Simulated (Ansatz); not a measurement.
`[Cl][Zn][Cl]` + `O[SiH3]` → `[SiH3][O][Zn][Cl]` + HCl  (ligand exchange at a Zn–Cl bond)

Gas-phase electronic energies from Ansatz, PBE0-D4/def2-TZVP geometries. CCSD(T)/CBS adds triple-zeta CCSD(T) − MP2 to the extrapolated MP2 energy (def2 sets, frozen cores). This one scheme is used for every species. Functionals use def2-TZVPP. HSE06 is defined as in plane-wave codes. For Zn outer-core shells are correlated without core-valence functions, which leaves a few kJ/mol of doubt a bond. Scalar relativity is left out up to krypton. Each species was taken in one conformer, which may not be the lowest.

```json
{"level": "LDA (SPW92)", "ΔE (kcal/mol)": "17.0", "difference from CCSD(T)/CBS": "-0.1"}
{"level": "r2SCAN-D4", "ΔE (kcal/mol)": "17.6", "difference from CCSD(T)/CBS": "0.5"}
{"level": "HSE06-D4", "ΔE (kcal/mol)": "18.6", "difference from CCSD(T)/CBS": "1.5"}
{"level": "BLYP", "ΔE (kcal/mol)": "16.8", "difference from CCSD(T)/CBS": "-0.3"}
{"level": "PBE0", "ΔE (kcal/mol)": "19.0", "difference from CCSD(T)/CBS": "1.9"}
{"level": "HF/def2-SVP", "ΔE (kcal/mol)": "17.9", "difference from CCSD(T)/CBS": "0.8"}
{"level": "CCSD(T)/def2-SVP", "ΔE (kcal/mol)": "12.3", "difference from CCSD(T)/CBS": "-4.8"}
{"level": "SCS-MP2/def2-TZVPP", "ΔE (kcal/mol)": "15.1", "difference from CCSD(T)/CBS": "-2.0"}
{"level": "CCSD/def2-TZVPP", "ΔE (kcal/mol)": "15.8", "difference from CCSD(T)/CBS": "-1.3"}
{"level": "MP2/def2-QZVPP", "ΔE (kcal/mol)": "16.3", "difference from CCSD(T)/CBS": "-0.8"}
{"level": "CCSD(T)/CBS", "ΔE (kcal/mol)": "17.1", "difference from CCSD(T)/CBS": "0"}
```

Largest T1 diagnostic among the species: 0.015.

At CCSD(T), def2-SVP lies −4.8 kcal/mol from the extrapolated value and def2-TZVPP −1.7 kcal/mol. From r2SCAN to r2SCAN0 (25 % exact exchange), in def2-TZVPP and without D4, ΔE moves by +1.1 kcal/mol.
